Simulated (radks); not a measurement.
Values are calculated unless marked as measured or tabulated.
Question: These are the eigenvalues of the occupied orbitals of an atom or ion with whole-number occupations (Ry). Code: a radial shooting solver on a logarithmic mesh with Libxc functionals. Model: scalar-relativistic Kohn-Sham, BLYP, spin-polarised, spherical densities, finite nucleus; Fermi nuclear charge, rms radius of each element as measured or else 0.836 A^(1/3) + 0.57 fm.

1s down: -5763.214
1s up: -5763.214
2s up: -1013.024
2s down: -1013.019
2p up: -878.3322
2p down: -878.3284
3s up: -238.3988
3s down: -238.3971
3p up: -199.1559
3p down: -199.1540
3d up: -156.5131
3d down: -156.5097
4s up: -51.67893
4s down: -51.67426
4p up: -38.80392
4p down: -38.79957
4d up: -23.14670
4d down: -23.14168
5s up: -8.10011
5s down: -8.06776
4f up: -5.75121
4f down: -5.74378
5p up: -4.74086
5p down: -4.70084
5d up: -1.06581
5d down: -1.02364

Which element is it, and in what charge state? The configuration may be excited. Open shells, if any, are filled with parallel spins first.

Answer: Z = 78, platinum, charge +1: Pt+ in [Xe] 4f14 5d9. The list shows which subshells hold electrons but not how many an open one holds; the 1s level, -2881.6 hartree, gives Z - s = 75.9 by -(Z - s)^2/2, which with screening and relativity narrows Z to a few neighbours, and the depths of the outer levels then fix element, charge and occupations together.
